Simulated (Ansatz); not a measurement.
`[OH][Ga]([F])[O][SiH3]` + HBr → `[OH][Ga]([F])[Br]` + `O[SiH3]` at 298.15 K and 1 bar (ligand exchange at a Ga–O bond).

Isolated molecules relaxed with PBE0-D4/def2-TZVP in Ansatz; ΔE leaves out vibrations. CBS: MP2 limit from def2 TZ/QZ plus the TZ coupled-cluster correction, frozen cores. For Br, Ga outer-core shells are correlated without core-valence functions, which leaves a few kJ/mol of doubt a bond. Scalar relativity is left out up to krypton. One conformer a species, not always the lowest.

```json
{"species": "`[OH][Ga]([F])[O][SiH3]`", "CCSD(T)/CBS energy (Eh)": "-2465.70830", "H − E (kJ/mol)": "143.0", "S (J/(mol·K))": "391.2"}
{"species": "HBr", "CCSD(T)/CBS energy (Eh)": "-2573.91920", "H − E (kJ/mol)": "24.6", "S (J/(mol·K))": "198.6"}
{"species": "`[OH][Ga]([F])[Br]`", "CCSD(T)/CBS energy (Eh)": "-4672.95707", "H − E (kJ/mol)": "61.5", "S (J/(mol·K))": "335.6"}
{"species": "`O[SiH3]`", "CCSD(T)/CBS energy (Eh)": "-366.69042", "H − E (kJ/mol)": "113.6", "S (J/(mol·K))": "257.8"}
```

H − E and S are ideal-gas, rigid-rotor, harmonic terms from PBE0-D4/def2-TZVP, for one conformer and one mirror image of each species. 1 Eh = 2625.50 kJ/mol, R = 8.31446 J/(mol·K).

**Question.** By hand: ΔE, ΔH, ΔS and ΔG.

**Answer.** ΔE = (-4672.95707) + (-366.69042) − (-2465.70830) − (-2573.91920) = -0.01999 Eh = -52.5 kJ/mol. Δ(H − E) = 61.5 + 113.6 − 143.0 − 24.6 = 7.5, so ΔH = -45.0 kJ/mol. ΔS = 335.6 + 257.8 − 391.2 − 198.6 = 3.6 J/(mol·K). ΔG = -45.0 − 298.15 × (3.6)/1000 = -46.1 kJ/mol.

**Question.** By hand: the equilibrium constant, and the temperature at which ΔG would vanish if ΔH and ΔS stayed fixed.

**Answer.** log₁₀ K = −ΔG/(RT ln 10) = 8.1. ΔH and −TΔS have one sign here, so there is no such temperature. One of them is within its doubt of zero, so this could turn.

The number of gas molecules stays the same, so ΔS is small and ΔH decides. A doubt of 5 kJ/mol in ΔE shifts log₁₀ K by 0.9 here. Other conformers and mirror images would add mixing entropy, several J/(mol·K) or more a flexible species. Modes under 60 cm⁻¹, often nearly free rotors, make the harmonic entropy too high. These are equilibria of isolated gas molecules and say nothing of rates. Largest T1 diagnostic: 0.014 (customary marks: 0.02 for closed shells, 0.045 for open ones).
